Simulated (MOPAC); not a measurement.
MOPAC input (PM3):

```
PM3 PRECISE GNORM=0.05 LET XYZ CHARGE=-1 GEO-OK AUX(PRECISION=9) THREADS=1
H7N2Si2

N    -2.18613200 1    1.00830500 1   -0.18368700 1
Si   -1.17016100 1   -0.28430800 1   -0.27200400 1
N     0.33691700 1    0.10221700 1    0.60266400 1
Si    1.93087200 1   -0.16389700 1    0.09072700 1
H    -3.17908500 1    0.80065100 1   -0.18421200 1
H    -0.54513600 1   -0.72950300 1   -1.59490800 1
H    -1.64644800 1   -1.62570300 1    0.26956300 1
H     0.17716900 1    0.83755700 1    1.27855400 1
H     2.22900000 1   -1.60515100 1   -0.15032500 1
H     2.88903300 1    0.29272700 1    1.14688900 1
H     2.37001800 1    0.53063900 1   -1.16052600 1
```

Output:

```
 *******************************************************************************
 **                                                                           **
 **                              MOPAC v23.2.5                                **
 **                                                                           **
 *******************************************************************************
 ** MOPAC's Digital Object Identifier: https://doi.org/10.5281/zenodo.6511958 **
 **                                                                           **
 ** Please cite the open-source release paper for use of this MOPAC version:  **
 ** J. E. Moussa and J. J. P. Stewart (2026)                                  **
 ** MOPAC: An open-source semiempirical molecular orbital program             **
 ** J. Open Source Softw., 11(119), 8025, https://doi.org/10.21105/joss.08025 **
 *******************************************************************************

                              PM3 CALCULATION RESULTS

 *******************************************************************************
 *  PM3        - The PM3 Hamiltonian to be used
 *  GEO-OK     - OVERRIDE INTERATOMIC DISTANCE AND OTHER SAFETY CHECKS
 *
 *
 *
 *                 CHARGE ON SYSTEM = -1
 *
 *
 *
 *  LET        - OVERRIDE SOME SAFETY CHECKS
 *  PRECISE    - TIGHTER CRITERIA TO BE USED
 *  XYZ        - CARTESIAN COORDINATE SYSTEM TO BE USED
 *  GNORM      - EXIT WHEN GRADIENT NORM DROPS BELOW 0.050
 *  AUX        - OUTPUT AUXILIARY INFORMATION
 *******************************************************************************
PM3 PRECISE GNORM=0.05 LET XYZ CHARGE=-1 GEO-OK AUX(PRECISION=9) THREADS=1
 H7N2Si2

   ATOM   CHEMICAL          X               Y               Z
  NUMBER   SYMBOL      (ANGSTROMS)     (ANGSTROMS)     (ANGSTROMS)

     1       N         -2.18613200  *   1.00830500  *  -0.18368700  *
     2      Si         -1.17016100  *  -0.28430800  *  -0.27200400  *
     3       N          0.33691700  *   0.10221700  *   0.60266400  *
     4      Si          1.93087200  *  -0.16389700  *   0.09072700  *
     5       H         -3.17908500  *   0.80065100  *  -0.18421200  *
     6       H         -0.54513600  *  -0.72950300  *  -1.59490800  *
     7       H         -1.64644800  *  -1.62570300  *   0.26956300  *
     8       H          0.17716900  *   0.83755700  *   1.27855400  *
     9       H          2.22900000  *  -1.60515100  *  -0.15032500  *
    10       H          2.88903300  *   0.29272700  *   1.14688900  *
    11       H          2.37001800  *   0.53063900  *  -1.16052600  *

          CARTESIAN COORDINATES

    NO.       ATOM           X           Y           Z

     1         N         -2.1861      1.0083     -0.1837
     2        Si         -1.1702     -0.2843     -0.2720
     3         N          0.3369      0.1022      0.6027
     4        Si          1.9309     -0.1639      0.0907
     5         H         -3.1791      0.8007     -0.1842
     6         H         -0.5451     -0.7295     -1.5949
     7         H         -1.6464     -1.6257      0.2696
     8         H          0.1772      0.8376      1.2786
     9         H          2.2290     -1.6052     -0.1503
    10         H          2.8890      0.2927      1.1469
    11         H          2.3700      0.5306     -1.1605

  H: (PM3): J. J. P. STEWART, J. COMP. CHEM. 10, 209 (1989).
  N: (PM3): J. J. P. STEWART, J. COMP. CHEM. 10, 209 (1989).
 Si: (PM3): J. J. P. STEWART, J. COMP. CHEM. 10, 209 (1989).

           Empirical Formula: H7 N2 Si2  =    11 atoms

      MOLECULAR POINT GROUP   :   C1

      RHF CALCULATION, NO. OF DOUBLY OCCUPIED LEVELS = 13

          Geometry optimization using EF

          DIAGONAL MATRIX USED AS START HESSIAN

 CYCLE:     1  GRAD.:   130.593 HEAT: -14.42099
 CYCLE:     2  GRAD.:   205.290 HEAT: -8.438437
 CYCLE:     3  GRAD.:   162.668 HEAT: -8.946544
 CYCLE:     4  GRAD.:   133.869 HEAT: -15.76326
 CYCLE:     5  GRAD.:   165.357 HEAT: -14.12794
 CYCLE:     6  GRAD.:   213.576 HEAT: -10.23279
 CYCLE:     7  GRAD.:   178.071 HEAT: -11.47400
 CYCLE:     8  GRAD.:   191.371 HEAT: -11.30548
 CYCLE:     9  GRAD.:   123.306 HEAT: -15.77335
 CYCLE:    10  GRAD.:   133.716 HEAT: -16.01806
 CYCLE:    11  GRAD.:    39.459 HEAT: -22.12513
 CYCLE:    12  GRAD.:    32.983 HEAT: -22.40931
 CYCLE:    13  GRAD.:    13.840 HEAT: -23.06326
 CYCLE:    14  GRAD.:    10.702 HEAT: -23.30697
 CYCLE:    15  GRAD.:    15.508 HEAT: -23.70812
 CYCLE:    16  GRAD.:    45.296 HEAT: -24.10906
 CYCLE:    17  GRAD.:    14.159 HEAT: -24.60199
 CYCLE:    18  GRAD.:     5.883 HEAT: -24.79151
 CYCLE:    19  GRAD.:    11.717 HEAT: -24.84986
 CYCLE:    20  GRAD.:     3.911 HEAT: -24.89755
 CYCLE:    21  GRAD.:     3.263 HEAT: -24.91654
 CYCLE:    22  GRAD.:     2.221 HEAT: -24.93819
 CYCLE:    23  GRAD.:     1.514 HEAT: -24.95442
 CYCLE:    24  GRAD.:     1.256 HEAT: -24.95857
 CYCLE:    25  GRAD.:     1.332 HEAT: -24.96159
 CYCLE:    26  GRAD.:     1.062 HEAT: -24.96420
 CYCLE:    27  GRAD.:     0.983 HEAT: -24.96611
 CYCLE:    28  GRAD.:     0.690 HEAT: -24.96862
 CYCLE:    29  GRAD.:     0.502 HEAT: -24.96992
 CYCLE:    30  GRAD.:     0.581 HEAT: -24.97322
 CYCLE:    31  GRAD.:     0.687 HEAT: -24.97461
 CYCLE:    32  GRAD.:     0.704 HEAT: -24.97701
 CYCLE:    33  GRAD.:     0.359 HEAT: -24.97807
 CYCLE:    34  GRAD.:     0.186 HEAT: -24.97877
 CYCLE:    35  GRAD.:     0.211 HEAT: -24.97909
 CYCLE:    36  GRAD.:     0.257 HEAT: -24.97942
 CYCLE:    37  GRAD.:     0.337 HEAT: -24.97993
 CYCLE:    38  GRAD.:     0.405 HEAT: -24.98050
 CYCLE:    39  GRAD.:     0.954 HEAT: -24.98270
 CYCLE:    40  GRAD.:     0.663 HEAT: -24.98469
 CYCLE:    41  GRAD.:     0.498 HEAT: -24.98858
 CYCLE:    42  GRAD.:     0.511 HEAT: -24.99104
 CYCLE:    43  GRAD.:     1.323 HEAT: -24.99156
 CYCLE:    44  GRAD.:     0.134 HEAT: -24.99376
 CYCLE:    45  GRAD.:     0.072 HEAT: -24.99396
 CYCLE:    46  GRAD.:     0.044 HEAT: -24.99399

     GRADIENT =  0.04413 IS LESS THAN CUTOFF =  0.05000

 -------------------------------------------------------------------------------
 PM3 PRECISE GNORM=0.05 LET XYZ CHARGE=-1 GEO-OK AUX(PRECISION=9) THREADS=1
 H7N2Si2

     GEOMETRY OPTIMISED USING EIGENVECTOR FOLLOWING (EF).
     SCF FIELD WAS ACHIEVED

                              PM3 CALCULATION
                                                       MOPAC v23.2.5 Linux

          FINAL HEAT OF FORMATION =        -24.99399 KCAL/MOL =    -104.57486 KJ/MOL

          COSMO AREA              =        136.49 SQUARE ANGSTROMS
          COSMO VOLUME            =        131.55 CUBIC ANGSTROMS

          GRADIENT NORM           =          0.04413          =       0.01331 PER ATOM
          IONIZATION POTENTIAL    =          2.452618 EV
          HOMO LUMO ENERGIES (EV) =         -2.453  4.403
          NO. OF FILLED LEVELS    =         13
          MOLECULAR WEIGHT        =         91.2397         POINT GROUP:  C1

          MOLECULAR DIMENSIONS (Angstroms)

            Atom       Atom       Distance
            H    10    H     5     5.99967
            H    11    H     7     3.47706
            H     6    H     8     3.34840

          SCF CALCULATIONS        =         47

   ATOM   CHEMICAL          X               Y               Z
  NUMBER   SYMBOL      (ANGSTROMS)     (ANGSTROMS)     (ANGSTROMS)

     1       N         -2.12784359  *   1.00133515  *  -0.45904340  *
     2      Si         -1.07390982  *  -0.35977031  *  -0.25366268  *
     3       N          0.26664548  *   0.07288613  *   0.87747152  *
     4      Si          1.82382496  *  -0.12667833  *   0.05363704  *
     5       H         -2.89492527  *   0.99895889  *   0.17400077  *
     6       H         -0.38072483  *  -0.73031776  *  -1.56247827  *
     7       H         -1.56903479  *  -1.69376026  *   0.30249919  *
     8       H          0.16499155  *   0.92873582  *   1.37876255  *
     9       H          2.00053273  *  -1.55120279  *  -0.40274922  *
    10       H          2.99073046  *   0.15052912  *   0.97099786  *
    11       H          2.08464131  *   0.73547710  *  -1.15498206  *

                             CARTESIAN COORDINATES

   1    N       -2.127843591     1.001335147    -0.459043398
   2   Si       -1.073909822    -0.359770314    -0.253662682
   3    N        0.266645481     0.072886133     0.877471520
   4   Si        1.823824956    -0.126678332     0.053637042
   5    H       -2.894925270     0.998958888     0.174000766
   6    H       -0.380724828    -0.730317755    -1.562478274
   7    H       -1.569034790    -1.693760260     0.302499189
   8    H        0.164991546     0.928735816     1.378762546
   9    H        2.000532732    -1.551202795    -0.402749220
  10    H        2.990730464     0.150529116     0.970997863
  11    H        2.084641306     0.735477100    -1.154982059

           Empirical Formula: H7 N2 Si2  =    11 atoms

      MOLECULAR POINT GROUP   :   C1

                  EIGENVALUES
 -22.12597 -18.68831 -12.62730 -11.48594  -9.21594  -8.70251  -7.94188  -7.54972
  -7.15266  -5.46151  -4.48068  -2.97120  -2.45262   4.40341   5.28953   5.53243
   5.76867   6.04676   6.69102   7.25378   8.03368   9.93848  11.69091

              NET ATOMIC CHARGES AND DIPOLE CONTRIBUTIONS

  ATOM NO.   TYPE          CHARGE      No. of ELECS.   s-Pop       p-Pop
    1          N          -0.662149        5.6621     1.71641     3.94574
    2         Si           0.220500        3.7795     1.08914     2.69036
    3          N          -0.296293        5.2963     1.49614     3.80016
    4         Si           0.340045        3.6600     1.02233     2.63762
    5          H           0.032756        0.9672     0.96724
    6          H          -0.113287        1.1133     1.11329
    7          H          -0.172567        1.1726     1.17257
    8          H           0.064022        0.9360     0.93598
    9          H          -0.110875        1.1109     1.11088
   10          H          -0.164431        1.1644     1.16443
   11          H          -0.137721        1.1377     1.13772
 DIPOLE           X         Y         Z       TOTAL
 POINT-CHG.     4.390    -1.400     1.290     4.785
 HYBRID         0.759    -0.467     0.396     0.975
 SUM            5.149    -1.867     1.686     5.730

          ATOMIC ORBITAL ELECTRON POPULATIONS

     Atom    s        px        py        pz
    1  N   1.71641   1.25597   1.19886   1.49091
    2 Si   1.08914   0.93144   0.88680   0.87212
    3  N   1.49614   1.02465   1.36917   1.40634
    4 Si   1.02233   0.86610   0.89627   0.87526
    5  H   0.96724
    6  H   1.11329
    7  H   1.17257
    8  H   0.93598
    9  H   1.11088
   10  H   1.16443
   11  H   1.13772

 **********************
 *                    *
 * JOB ENDED NORMALLY *
 *                    *
 **********************

 == MOPAC DONE ==
```

The dipole moment of an ion depends on the origin.

The geometry given is a B3LYP-D3(BJ)/def2-TZVP minimum.
